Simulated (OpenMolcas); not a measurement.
A calculation on Rh3+.

| Quantity | Value |
| --- | --- |
| Program | OpenMolcas |
| Method | SS-CASPT2, IPEA 0.25 Eh, imaginary shift 0.1 Eh (closed shells correlated: 4s 4p) |
| Basis | ANO-RCC-VQZP [8s7p5d3f2g1h] |
| Scalar Hamiltonian | DKH2, point nucleus |
| Active space | 6 electrons in 10 orbitals (4d 5d) |
| State averaging | 2S+1 = 5 even, 5 roots; 2S+1 = 3 even, 45 roots; 2S+1 = 1 even, 49 roots |
| Spin-orbit coupling | RASSI with atomic mean-field integrals over the reference wave functions, term energies averaged over their components |

Task: Which level of the active space comes out lowest?

Result: 4d6 5D4, with 98 % of that term.

Task: How high does 4d6 5D2 lie?

Result: 2360 cm-1 above the lowest level.

Task: How high does 4d6 3H6 lie?

Result: 17950 cm-1 above the lowest level.

Task: How high does 4d6 3H5 lie?

Result: 18210 cm-1 above the lowest level.

Task: The level at 17700 cm-1 has J = 4. What is it made of, and what is its g factor?

Result: 45 % 4d6 3H4, 26 % 4d6 3F(1), 20 % 4d6 3G; g = 0.989, against 0.800 from Landé's formula for the pure leading term.

Term energies are means over components that CASPT2 splits; among the terms shown or strongly mixed into the levels shown the widest spread is 110 cm-1 (4d6 3F(1)). Active for correlation alone: 5d; no level in the range computed is led by a configuration that fills it, so any true level of that kind is missing. Only configurations of the active space appear.

A number in round brackets counts repeated terms of one configuration in the order of the reference energies.
